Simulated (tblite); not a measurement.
Compound: C7H13BOSi.
Bonds: C1–O2, O2–C3, C3–C4 (double), C4–C5, C5–C6 (double), C6–C7, C6–C8, C8–Si9, Si9–B10, C3–B10. Hydrogens: H11, H12, H13 on C1; H14 on C4; H15 on C5; H16, H17, H18 on C7; H19, H20 on C8; H21, H22 on Si9; H23 on B10.

Computed with GFN2-xTB (tblite), gas phase: L-BFGS steps from a force-field or distance-geometry start until the largest atomic force falls under 0.01 eV/Å.

Step 45: E = -777.6131 eV
```
atom  x, y, z in Å  |  force x, y, z in eV/Å
C1      3.6372    0.0279    1.1046    0.006   0.003   0.015
O2      2.4627   -0.6904    1.3602   -0.020   0.021  -0.011
C3      1.3440   -0.3977    0.5873   -0.033  -0.015   0.008
C4      0.2718   -1.1734    0.9513   -0.004  -0.043  -0.014
C5     -1.0585   -1.2803    0.4374    0.029  -0.016  -0.014
C6     -1.8795   -0.3341   -0.0674    0.047  -0.008  -0.005
C7     -3.1919   -0.7523   -0.6639    0.010  -0.005   0.005
C8     -1.5375    1.0977   -0.0692    0.007   0.009  -0.005
Si9    -0.1123    1.4790   -1.3102   -0.007   0.010   0.007
B10     1.4201    0.4706   -0.6678    0.023  -0.024   0.017
H11     4.2625   -0.0845    1.9894    0.024  -0.007   0.025
H12     3.4270    1.0893    0.9334    0.030   0.007   0.024
H13     4.1738   -0.3714    0.2365   -0.014   0.009  -0.006
H14     0.5219   -1.9447    1.6781   -0.004   0.034  -0.022
H15    -1.4653   -2.2847    0.5106    0.005   0.011  -0.008
H16    -3.7215    0.0994   -1.0811   -0.019   0.005   0.005
H17    -3.8280   -1.2275    0.0820   -0.016   0.034   0.040
H18    -3.0292   -1.4813   -1.4567    0.000  -0.007  -0.029
H19    -2.4115    1.7122   -0.2701   -0.010  -0.010   0.020
H20    -1.1312    1.3812    0.9034   -0.028   0.005   0.001
H21     0.0044    2.9508   -1.2366   -0.014   0.025  -0.010
H22    -0.5982    1.2349   -2.6819   -0.040  -0.014  -0.034
H23     2.4343    0.5061   -1.2593    0.028  -0.026  -0.009
```

Step 46: E = -777.6139 eV
```
atom  x, y, z in Å  |  force x, y, z in eV/Å
C1      3.6377    0.0273    1.1079    0.011   0.005   0.010
O2      2.4641   -0.6949    1.3564   -0.022   0.034   0.003
C3      1.3456   -0.3982    0.5845   -0.035  -0.038   0.002
C4      0.2737   -1.1766    0.9443   -0.017  -0.036   0.015
C5     -1.0576   -1.2818    0.4325    0.035  -0.010  -0.025
C6     -1.8787   -0.3343   -0.0700    0.042   0.002   0.009
C7     -3.1945   -0.7510   -0.6598    0.011  -0.001   0.001
C8     -1.5370    1.0980   -0.0707    0.009   0.007  -0.005
Si9    -0.1118    1.4772   -1.3128   -0.019   0.026   0.010
B10     1.4234    0.4748   -0.6674    0.011  -0.025   0.024
H11     4.2610   -0.0853    1.9940    0.020  -0.013   0.033
H12     3.4273    1.0887    0.9380    0.019   0.009   0.029
H13     4.1779   -0.3687    0.2411   -0.004   0.004  -0.019
H14     0.5191   -1.9477    1.6735    0.017   0.043  -0.043
H15    -1.4645   -2.2863    0.5056    0.004   0.020  -0.011
H16    -3.7233    0.1009   -1.0776   -0.022   0.008   0.007
H17    -3.8285   -1.2214    0.0912   -0.013   0.032   0.027
H18    -3.0366   -1.4818   -1.4520   -0.005  -0.015  -0.022
H19    -2.4113    1.7129   -0.2722    0.004  -0.022   0.026
H20    -1.1313    1.3813    0.9026   -0.032   0.002  -0.011
H21     0.0013    2.9509   -1.2438   -0.015   0.003  -0.015
H22    -0.6011    1.2237   -2.6820   -0.032  -0.008  -0.028
H23     2.4402    0.5191   -1.2532    0.032  -0.027  -0.015
```

Step 47: E = -777.6148 eV
```
atom  x, y, z in Å  |  force x, y, z in eV/Å
C1      3.6382    0.0265    1.1121    0.014   0.007   0.004
O2      2.4649   -0.6989    1.3528   -0.016   0.041   0.026
C3      1.3467   -0.3983    0.5819   -0.019  -0.052  -0.011
C4      0.2758   -1.1803    0.9365   -0.024  -0.014   0.036
C5     -1.0559   -1.2835    0.4268    0.027   0.000  -0.036
C6     -1.8769   -0.3345   -0.0729    0.020   0.010   0.013
C7     -3.1967   -0.7495   -0.6555    0.009   0.004  -0.004
C8     -1.5359    1.0984   -0.0728    0.008   0.001  -0.003
Si9    -0.1113    1.4765   -1.3157   -0.021   0.032   0.004
B10     1.4272    0.4793   -0.6667   -0.008  -0.018   0.018
H11     4.2599   -0.0868    1.9996    0.008  -0.020   0.032
H12     3.4279    1.0881    0.9441    0.011   0.011   0.032
H13     4.1816   -0.3660    0.2462    0.006   0.000  -0.027
H14     0.5172   -1.9514    1.6666    0.041   0.033  -0.045
H15    -1.4633   -2.2876    0.5011   -0.002   0.021  -0.017
H16    -3.7249    0.1028   -1.0737   -0.019   0.003   0.011
H17    -3.8286   -1.2141    0.1018   -0.003   0.030   0.006
H18    -3.0444   -1.4825   -1.4471   -0.012  -0.016  -0.004
H19    -2.4107    1.7130   -0.2748    0.013  -0.030   0.029
H20    -1.1315    1.3816    0.9012   -0.030   0.001  -0.015
H21    -0.0044    2.9522   -1.2522   -0.013  -0.020  -0.021
H22    -0.6065    1.2124   -2.6822   -0.017   0.001  -0.012
H23     2.4470    0.5297   -1.2470    0.027  -0.026  -0.015
```

Step 48: E = -777.6155 eV
```
atom  x, y, z in Å  |  force x, y, z in eV/Å
C1      3.6386    0.0259    1.1160    0.014   0.007  -0.001
O2      2.4647   -0.7006    1.3512   -0.007   0.040   0.045
C3      1.3469   -0.3981    0.5803    0.006  -0.046  -0.021
C4      0.2772   -1.1832    0.9307   -0.018   0.012   0.038
C5     -1.0538   -1.2851    0.4220    0.010   0.006  -0.037
C6     -1.8746   -0.3347   -0.0753   -0.007   0.012   0.007
C7     -3.1977   -0.7482   -0.6522    0.004   0.009  -0.007
C8     -1.5345    1.0984   -0.0749    0.005  -0.006   0.001
Si9    -0.1110    1.4774   -1.3183   -0.014   0.022  -0.007
B10     1.4301    0.4827   -0.6660   -0.022  -0.008   0.002
H11     4.2596   -0.0888    2.0043   -0.009  -0.025   0.022
H12     3.4287    1.0879    0.9502    0.009   0.013   0.032
H13     4.1833   -0.3643    0.2498    0.011   0.002  -0.026
H14     0.5172   -1.9547    1.6594    0.058   0.011  -0.027
H15    -1.4621   -2.2884    0.4985   -0.011   0.015  -0.025
H16    -3.7257    0.1046   -1.0706   -0.012  -0.004   0.014
H17    -3.8279   -1.2076    0.1102    0.006   0.026  -0.013
H18    -3.0501   -1.4831   -1.4437   -0.018  -0.012   0.016
H19    -2.4100    1.7120   -0.2769    0.012  -0.029   0.027
H20    -1.1319    1.3820    0.8994   -0.021   0.002  -0.008
H21    -0.0111    2.9543   -1.2590   -0.008  -0.032  -0.025
H22    -0.6132    1.2048   -2.6820    0.001   0.008   0.004
H23     2.4525    0.5337   -1.2429    0.011  -0.020  -0.011
```

Problem. Estimate the geometry and energy of step 49. (The exact step hangs on the optimiser's Hessian estimate; all steps are aligned on step 48, rigid shifts and turns removed.)

Solution. E = -777.6162 eV, largest force 0.063 eV/Å
```
atom  x, y, z in Å  |  force x, y, z in eV/Å
C1      3.6391    0.0257    1.1189    0.010   0.005  -0.002
O2      2.4639   -0.6999    1.3517    0.001   0.034   0.051
C3      1.3467   -0.3980    0.5795    0.028  -0.023  -0.025
C4      0.2779   -1.1847    0.9275   -0.006   0.029   0.025
C5     -1.0520   -1.2861    0.4182   -0.007   0.009  -0.027
C6     -1.8726   -0.3347   -0.0770   -0.024   0.007  -0.004
C7     -3.1976   -0.7472   -0.6506   -0.003   0.011  -0.008
C8     -1.5331    1.0983   -0.0766    0.001  -0.010   0.006
Si9    -0.1110    1.4791   -1.3201   -0.002  -0.001  -0.012
B10     1.4316    0.4845   -0.6657   -0.022  -0.003  -0.016
H11     4.2599   -0.0910    2.0077   -0.020  -0.027   0.007
H12     3.4299    1.0882    0.9553    0.011   0.012   0.030
H13     4.1835   -0.3635    0.2516    0.009   0.006  -0.015
H14     0.5187   -1.9568    1.6538    0.062  -0.013  -0.003
H15    -1.4612   -2.2885    0.4971   -0.017   0.006  -0.033
H16    -3.7258    0.1058   -1.0686   -0.006  -0.006   0.011
H17    -3.8268   -1.2027    0.1153    0.010   0.019  -0.022
H18    -3.0536   -1.4837   -1.4416   -0.021  -0.007   0.030
H19    -2.4093    1.7103   -0.2781    0.002  -0.020   0.020
H20    -1.1327    1.3823    0.8979   -0.007   0.003   0.005
H21    -0.0169    2.9562   -1.2634   -0.002  -0.029  -0.026
H22    -0.6193    1.2013   -2.6815    0.015   0.012   0.014
H23     2.4560    0.5322   -1.2412   -0.012  -0.012  -0.005
```

The energy changes by -0.0007 eV. The first-order estimate −F·Δx gives -0.0009 eV and the mean of the old and new forces, exact on a quadratic surface, -0.0007 eV. The step makes an angle of 73° with the force vector and moves no atom by more than 0.008 Å.

What follows is the cost of the whole relaxation. Time: 1.3 s of wall time. Hardware: one thread, Arm Neoverse V2 (aarch64), no GPU, shared host.
